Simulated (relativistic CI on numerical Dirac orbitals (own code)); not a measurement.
## Ar XVIII: q coefficients and field-shift factors

These numbers are calculated, not measured: Dirac equation for one electron (own radial code, finite nucleus).

Configurations in the expansion: 1s, 2s, 2p. Levels of other configurations are missing.

With x = (α/α₀)² − 1 an excitation energy changes as ω = ω₀ + qx; K = 2q/ω₀ is the relative enhancement. Terms are leading LS components, so labels can repeat. The field-shift factor is F = δν/δ⟨r²⟩ for the transition from the lowest level.

Lowest level 1s ²S1/2.

| Level | ω₀ (cm⁻¹) | q (cm⁻¹) | F (GHz/fm²) |
| --- | --- | --- | --- |
| 2p ²P°1/2 | 26772059 | 107200 | -171 |
| 2s ²S1/2 | 26772068 | 107200 | -148 |
| 2p ²P°3/2 | 26810817 | 146400 | -172 |

**Question.** Which transition from the lowest level has the largest |K|?

**Answer.** 2p ²P°3/2 at 26810817 cm⁻¹, K = 0.0109.
